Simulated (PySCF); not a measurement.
Predicted microwave data (PBE0/pcSseg-1 in PySCF (dipole) on a GFN2-xTB geometry, gas phase) for one isomer of C5H16OSi2:

* Rotational constants: A = 1802, B = 708.8, C = 621.1 MHz
* Dipole components: |μa| = 0.51 D, |μb| = 0.01 D, |μc| = 0.05 D
* Inertial defect: -179.70 u·Å²
* κ: -0.85

Question: Which structure is it? (One computed conformer of each.)
A. `[CH3:1][O:2][Si@@H:3]([CH2:4][SiH3:5])[CH:6]([CH3:7])[CH3:8]` with C1–O2–Si3–C4 52°, O2–Si3–C4–Si5 56°, O2–Si3–C6–C7 -45°
B. `[CH3:1][O:2][CH2:3][CH2:4][CH2:5][CH:6]([SiH3:7])[SiH3:8]` with C1–O2–C3–C4 180°, O2–C3–C4–C5 66°, C3–C4–C5–C6 -173°, C4–C5–C6–Si7 173°
C. `[CH3:1][CH2:2][CH2:3][Si:4]([CH3:5])([CH3:6])[O:7][SiH3:8]` with C1–C2–C3–Si4 180°, C2–C3–Si4–C5 63°
D. `[CH3:1][CH:2]([CH3:3])[CH2:4][Si@@H:5]([CH3:6])[O:7][SiH3:8]` with C1–C2–C4–Si5 -65°, C2–C4–Si5–C6 -158°, C4–Si5–O7–Si8 -70°

Answer: C. It is CCC[Si](C)(C)O[SiH3], an asymmetric top. The candidates at the same level (rigid rotor, commonest isotopes):

```json
{"SMILES": "CO[Si@@H](C[SiH3])C(C)C", "A (MHz)": "1318", "B (MHz)": "1153", "C (MHz)": "813.8", "μa (D)": "0.70", "μb (D)": "0.18", "μc (D)": "0.70", "Δ (u·Å²)": "-200.92", "point group": "C1", "rotor": "asymmetric top"}
{"SMILES": "CC(C)C[Si@@H](C)O[SiH3]", "A (MHz)": "1595", "B (MHz)": "859.0", "C (MHz)": "666.6", "μa (D)": "0.16", "μb (D)": "0.22", "μc (D)": "0.78", "Δ (u·Å²)": "-147.13", "point group": "C1", "rotor": "asymmetric top"}
{"SMILES": "COCCCC([SiH3])[SiH3]", "A (MHz)": "2238", "B (MHz)": "558.5", "C (MHz)": "464.1", "μa (D)": "1.64", "μb (D)": "0.59", "μc (D)": "0.44", "Δ (u·Å²)": "-41.73", "point group": "C1", "rotor": "asymmetric top"}
{"SMILES": "CCC[Si](C)(C)O[SiH3]", "A (MHz)": "1802", "B (MHz)": "708.8", "C (MHz)": "621.1", "μa (D)": "0.51", "μb (D)": "0.01", "μc (D)": "0.05", "Δ (u·Å²)": "-179.70", "point group": "–", "rotor": "asymmetric top"}
```

`CO[Si@@H](C[SiH3])C(C)C` has B 63 % too high; `COCCCC([SiH3])[SiH3]` has C 25 % too low; `CC(C)C[Si@@H](C)O[SiH3]` has B 21 % too high. No structure here is proved a minimum.
